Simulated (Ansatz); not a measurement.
Geometry optimisation, Ansatz, RHF/def2-SVP.

The input (input.yaml):

```yaml
crystal:
  periodic: [false, false, false]
  atoms:
    - { symbol: Si, position_ang: [-1.302864, -0.046698, 1.199196] }
    - { symbol: C, position_ang: [1.03925, 0.0355, -0.969659] }
    - { symbol: C, position_ang: [0.230919, 0.527867, -2.16443] }
    - { symbol: H, position_ang: [-1.748358, -0.726291, -0.034282] }
    - { symbol: H, position_ang: [-0.849648, 1.323578, 0.885931] }
    - { symbol: H, position_ang: [-2.485879, 0.061454, 2.087635] }
    - { symbol: H, position_ang: [0.593149, -0.826197, -0.496562] }
    - { symbol: As, position_ang: [0.333315, -1.327371, 2.251142] }
    - { symbol: H, position_ang: [1.180474, 0.821525, -0.229114] }
    - { symbol: H, position_ang: [2.036498, -0.279506, -1.287269] }
    - { symbol: H, position_ang: [0.756104, 1.328549, -2.688912] }
    - { symbol: H, position_ang: [-0.743687, 0.916692, -1.866724] }
    - { symbol: H, position_ang: [0.058919, -0.277583, -2.881507] }
    - { symbol: H, position_ang: [-0.340262, -1.358549, 3.601029] }
    - { symbol: H, position_ang: [1.24217, -0.173071, 2.593527] }
basis:
  gaussian: { orbitals: def2-SVP }
hamiltonian:
  xc: hf
relax:
  f_tol: 0.03
  max_steps: 50
```

Run as:

```bash
$ ansatz run input.yaml --threads 2 --pin off --max-ram 3072MiB --backend cpu --events-out ev --progress --plain --runs-dir out
```

Task: Where does it end, and by what steps?

Result: The run converged. The force dipped under the threshold on the way, but the program's further checks kept it going. After 25 steps the energy has fallen by 0.345 eV; H4 moved furthest, 1.87 Å.

| step | energy less start (eV) | largest force component (eV/Å) | accepted |
| --- | --- | --- | --- |
| 0 | 0.0000 | 1.088 | yes |
| 1 | -0.1981 | 0.154 | yes |
| 2 | -0.2485 | 0.106 | yes |
| 3 | -0.2789 | 0.166 | yes |
| 4 | -0.2851 | 0.276 | yes |
| 5 | -0.2904 | 0.028 | yes |
| 6 | -0.2931 | 0.069 | yes |
| 7 | -0.2953 | 0.132 | yes |
| 8 | -0.2968 | 0.231 | yes |
| 9 | -0.2865 | 0.294 | no |
| 10 | -0.3067 | 0.091 | yes |
| 11 | -0.3145 | 0.159 | yes |
| 12 | -0.3181 | 0.453 | yes |
| 13 | -0.3374 | 0.080 | yes |
| 14 | -0.3396 | 0.084 | yes |
| 15 | -0.3405 | 0.075 | yes |
| 16 | -0.3411 | 0.117 | yes |
| 17 | -0.3424 | 0.035 | yes |
| 18 | -0.3429 | 0.008 | yes |
| 19 | -0.3437 | 0.030 | yes |
| 20 | -0.3442 | 0.039 | yes |
| 21 | -0.3446 | 0.036 | yes |
| 22 | -0.3448 | 0.037 | yes |
| 23 | -0.3449 | 0.032 | yes |
| 24 | -0.3435 | 0.107 | no |
| 25 | -0.3453 | 0.020 | yes |

```xyz
15
Properties=species:S:1:pos:R:3
Si -1.936 -0.126 2.114
C 1.657 0.228 -1.772
C 0.617 0.608 -2.820
H -2.853 -1.073 1.437
H -1.510 0.916 1.151
H -2.645 0.516 3.246
H 1.320 -0.615 -1.164
As 0.003 -1.332 2.809
H 1.861 1.061 -1.095
H 2.602 -0.058 -2.237
H 0.953 1.452 -3.425
H -0.330 0.892 -2.355
H 0.414 -0.224 -3.498
H -0.695 -2.036 3.948
H 0.542 -0.210 3.664
```

The run took 52 s on 2 threads of Intel(R) Xeon(R) Platinum 8488C (Sapphire Rapids), with other jobs on the host, peak memory 0.34 GiB.
